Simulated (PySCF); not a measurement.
Ge(H)(NH2) (GeH₃N), SMILES [NH2][GeH] (connectivity only; charge and spin as stated), neutral, multiplicity 1. Atoms are numbered in the order given.

```xyz
5

Ge     0.0516    -0.4154     0.0000
H     -1.5501    -0.5430     0.0000
N     -0.0112     1.4127     0.0000
H     -0.8497     1.9727     0.0000
H      0.8260     1.9751     0.0000
```
Charge 0, spin multiplicity 1.

Coordinates come from a B3LYP-D3(BJ)/def2-TZVP optimisation.

All values below come from r2SCAN/def2-TZVPD (PySCF).

Symmetry labels are those of the subgroup Cs that the program uses (full group Cs).

List the valence orbital energies around the gap with their symmetry. (The exact figures need the calculation; the answer reports its results.)


| orbital | symmetry | energy (eV) |
|---|---|---|
| HOMO−7 | A' | -29.94 |
| HOMO−6 | A' | -29.84 |
| HOMO−5 | A' | -22.18 |
| HOMO−4 | A' | -13.23 |
| HOMO−3 | A' | -12.68 |
| HOMO−2 | A' | -8.82 |
| HOMO−1 | A" | -7.09 |
| HOMO | A' | -5.80 |
| LUMO | A" | -2.42 |
| LUMO+1 | A' | -0.18 |
| LUMO+2 | A' | 1.29 |
| LUMO+3 | A' | 1.70 |
